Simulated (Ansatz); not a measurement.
**Molecular dynamics of C2H8Ge**

The input (input.yaml):

```yaml
crystal:
  periodic: [false, false, false]
  atoms:
    - { symbol: Ge, position_ang: [0.058094, -0.10044, 0.123426] }
    - { symbol: H, position_ang: [0.236331, -0.363682, 1.647655] }
    - { symbol: C, position_ang: [1.825713, 0.074547, -0.727602] }
    - { symbol: H, position_ang: [2.408903, -0.858652, -0.599111] }
    - { symbol: H, position_ang: [1.712321, 0.271113, -1.812073] }
    - { symbol: H, position_ang: [2.397081, 0.909845, -0.277855] }
    - { symbol: H, position_ang: [-0.735043, 1.228972, -0.044343] }
    - { symbol: C, position_ang: [-0.954058, -1.581837, -0.688804] }
    - { symbol: H, position_ang: [-1.949779, -1.683429, -0.214167] }
    - { symbol: H, position_ang: [-1.098628, -1.399859, -1.772311] }
    - { symbol: H, position_ang: [-0.406235, -2.536877, -0.563017] }
basis:
  gaussian: { orbitals: def2-SVP }
hamiltonian:
  xc: pbe
  dispersion: d4
md:
  timestep: 0.5
  n_steps: 300
  ensemble: nvt_nose_hoover
  temperature: 400.0
  initial_velocities: maxwell_boltzmann
  seed: 794446
```

Launched with:

```bash
$ ansatz run input.yaml --threads 2 --pin off --max-ram 3072MiB --backend cpu --events-out ev --progress --plain --runs-dir out
```

It starts from a relaxed structure.

Output, in part (step lines, the closing report, with atoms numbered from 0):

```
md step     0: t =     0.00 fs  T =   400.0 K  F+E_penalty+E_count = -58702.36843343 eV  E_kin = 0.465336 eV  conserved = -58701.90309744 eV  (25 SCF iters)
[... lines left out ...]
Total energy: -58701.88554108 eV, -2157.2545040677 hartree
Atom 0 at     0.050840    -0.093305     0.156625 Å, force     0.042548     0.857268    -0.753492 eV/Å
Atom 1 at     0.165183    -0.515955     1.630275 Å, force     0.126034     0.088133     0.275448 eV/Å
Atom 2 at     1.784679     0.022444    -0.799844 Å, force     1.796178     1.487662     1.989280 eV/Å
Atom 3 at     2.423635    -0.695096    -0.216999 Å, force    -0.094126    -0.046824    -0.767801 eV/Å
Atom 4 at     1.542921    -0.296359    -1.783751 Å, force    -0.001723    -0.803655    -1.527389 eV/Å
Atom 5 at     2.470830     0.978429    -0.907422 Å, force    -1.590376    -1.217050     0.454235 eV/Å
Atom 6 at    -0.670381     1.282716    -0.018752 Å, force    -0.148324    -0.149080     0.228701 eV/Å
Atom 7 at    -0.895738    -1.545281    -0.766562 Å, force     0.460636    -0.128154    -0.323879 eV/Å
Atom 8 at    -1.769887    -1.857093    -0.150116 Å, force     0.269486    -0.318900    -0.421331 eV/Å
Atom 9 at    -1.153733    -1.331537    -1.819115 Å, force    -0.574851     0.578653     0.060587 eV/Å
Atom 10 at    -0.126920    -2.326545    -0.974079 Å, force    -0.285480    -0.348054     0.785641 eV/Å
Dipole moment:     0.047845    -0.116468    -0.082807 e Å
```

The steps, from the saved trajectory:

```tsv
time (fs)	T (K)	potential energy less start (eV)	conserved less start (meV/atom)
0	400	0.000	0.00
5	205	0.228	0.11
10	228	0.201	0.07
15	193	0.245	0.14
20	192	0.248	0.19
25	256	0.176	0.15
30	70	0.396	0.24
35	216	0.228	0.17
40	198	0.254	0.15
45	175	0.285	0.15
50	199	0.262	0.09
55	138	0.338	0.10
60	322	0.130	0.05
65	210	0.271	0.08
70	187	0.303	0.08
75	225	0.268	0.10
80	188	0.319	0.15
85	302	0.200	0.17
90	101	0.448	0.28
95	210	0.329	0.23
100	230	0.320	0.24
105	198	0.367	0.22
110	304	0.257	0.12
115	192	0.397	0.17
120	432	0.129	0.03
125	289	0.310	0.10
130	264	0.345	0.10
135	298	0.316	0.10
140	220	0.416	0.22
145	427	0.185	0.19
150	181	0.483	0.32
```

The run went to its last step. The conserved energy stayed within 0.33 meV per atom of its start (net change 0.32 meV per atom), so the integration is sound. The mean temperature of the second half is 35 % below the set value. A run of 0.15 ps of so small a system gives no equilibrium averages.

The same pairs are bonded in the first frame and the last. Pairs count as bonded within 1.25 times the sum of covalent radii (0.12 Å more for H–H).

Last frame:

```xyz
11
Properties=species:S:1:pos:R:3
Ge 0.051 -0.093 0.157
H 0.165 -0.516 1.630
C 1.785 0.022 -0.800
H 2.424 -0.695 -0.217
H 1.543 -0.296 -1.784
H 2.471 0.978 -0.907
H -0.670 1.283 -0.019
C -0.896 -1.545 -0.767
H -1.770 -1.857 -0.150
H -1.154 -1.331 -1.819
H -0.127 -2.326 -0.974
```

The run took 8.1 min on 2 threads of Arm Neoverse V1, with other jobs on the host, peak memory 0.14 GiB.
